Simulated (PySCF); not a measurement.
## Property card for `C=CC(=C)C(=O)C(F)(F)F`

Species: C₆H₅F₃O.
Atom-mapped SMILES: `[CH2:1]=[CH:2][C:3](=[CH2:4])[C:5](=[O:6])[C:7]([F:8])([F:9])[F:10]` (hydrogens: H11, H12 on C1; H13 on C2; H14, H15 on C4)

Structural features include: ketone, C=C double bond, CF3 group and C–F bond.

GFN2-xTB geometry:

```
Point group of the GFN2-xTB geometry                  : Cs
Rotational constants A, B, C of the GFN2-xTB geometry : 2.417, 0.971, 0.789 GHz
```

PBE0/pcSseg-1 ground state and GIAO shieldings, non-relativistic (PySCF):

```
Dipole moment                                               : 3.23 D
HOMO energy                                                 : -7.60 eV
LUMO energy                                                 : -2.66 eV
HOMO–LUMO gap                                               : 4.94 eV
Lowest Hirshfeld atomic charge                              : -0.17 e on O6
Highest Hirshfeld atomic charge                             : +0.25 e on C7
13C chemical shifts (computed TMS as zero) by class         : 187.3 (C5), 149.7 (C4), 140.8 (C3), 140.4 (C2), 132.9 (C1), 125.8 (C7) ppm
1H chemical shifts (computed TMS as zero) by class          : 7.45 (H11), 7.12 (H15), 6.75 (H14), 6.53 (H13), 5.96 (H12) ppm
Isotropic shieldings of nuclei other than C and H, by class : -320 (O6), 253 (F8/F9/F10) ppm
Mayer bond orders between heavy atoms                       : C1–C2 1.95, C2–C3 1.09, C3–C4 1.85, C3–C5 0.93, C5–O6 2.00, C5–C7 0.94, C7–F8 0.97, C7–F9 1.02, C7–F10 0.97
```

Monoisotopic mass from the formula: 150.0292 u.

With B = h/(8π²I), that is 505.379 GHz u Å² over I, the principal moments of inertia are 209.1, 520.4 and 640.9 u Å² (most abundant isotopes); the inertial defect Ic − Ia − Ib is -88.6 u Å² (zero for a rigid planar frame, negative otherwise). The dipole matches unit charges of opposite sign 0.67 Å apart (1 e·Å = 4.8032 D). The rotational constants make it an asymmetric top with κ = (2B − A − C)/(A − C) = -0.78, nearer the prolate limit (−1).

Isolated species at its GFN2-xTB geometry (one conformer only). NMR classes are plain means over equivalent atoms (diastereotopic ones count apart unless rotation or inversion swaps them), as if these changed places fast; in this geometry the members of some classes differ.

Conformer computed: `[CH2:1]=[CH:2][C:3](=[CH2:4])[C:5](=[O:6])[C:7]([F:8])([F:9])[F:10]`: C1–C2–C3–C4 180°, C2–C3–C5–O6 0°, C3–C5–C7–F8 60°.
